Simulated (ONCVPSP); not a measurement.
## P (Z = 15), ONCV: configuration errors across variants

* Element: phosphorus (P)
* Generator: ONCVPSP 4.0.1
* Type: optimised norm-conserving Vanderbilt (ONCV)
* Functional: PBEsol
* Relativity: scalar-relativistic
* Frozen core: [Ne]
* Valence charge: 5
* Reference configuration: 3s2 3p3
* Partial waves: 3s: rc 1.15 bohr, ncon 3, nbas 7, qcut 7 1/bohr, 1 projector; 3p: rc 1.65 bohr, ncon 5, nbas 8, qcut 5.5 1/bohr, 2 projectors, debl 2.6 Ha
* Local potential: polynomial inside 0.75 bohr (lpopt 5, dvloc0 0 Ha)
* Core correction: polynomial model core, fcfact 0.25

All-electron excitation energies from the reference (eV): (1) 3s2 3p2 9.698; (2) 3s2 3p1 28.810; (3) 3s2 3p0 58.516; (4) 3s0 3p5 17.152.

1 further variants failed, have other tests or too few solved ones, and are left out.

A true bound ghost makes a file unfit for plane-wave use even where its test errors are small: the radial tests pick states by their node count and pass the ghost by.

Errors AE − PS in meV (a dash: test not solved or not reliable):

| change | (1) | (2) | (3) | (4) | bound ghosts | GHOST(+) flags above zero |
| --- | --- | --- | --- | --- | --- | --- |
| base | -1.5 | -6.5 | -17 | -14 | s | none |
| core correction Teter function fitted to the true core (icmod 2), fcfact 0.5 | -1.5 | -5.5 | -9.2 | -14 | s | none |
| p: rc 1.28 | -2.5 | -14 | -42 | -4.7 | s, p | none |
| p: qcut 6.3 | -1.5 | -6.6 | -17 | -14 | s | none |
| p: nproj 1 | +0.8 | +1.7 | -16 | -9.7 | s | none |
| local potential polynomial inside 1.00 bohr (lpopt 5, dvloc0 2 Ha) | +2.9 | +27 | +116 | -14 | none | none |
| p: debl 0.4 | -1.6 | -6.8 | -17 | -14 | s | none |

(1) Give the same row for: all radii but the core radius scaled by about 1.29 (s 1.48, p 2.12 bohr); local potential polynomial inside 0.96 bohr (lpopt 5, dvloc0 0 Ha).

Results:

(1) +2.7, +25, +108, +1.0; bound ghosts: none; GHOST(+) flags above zero: s.
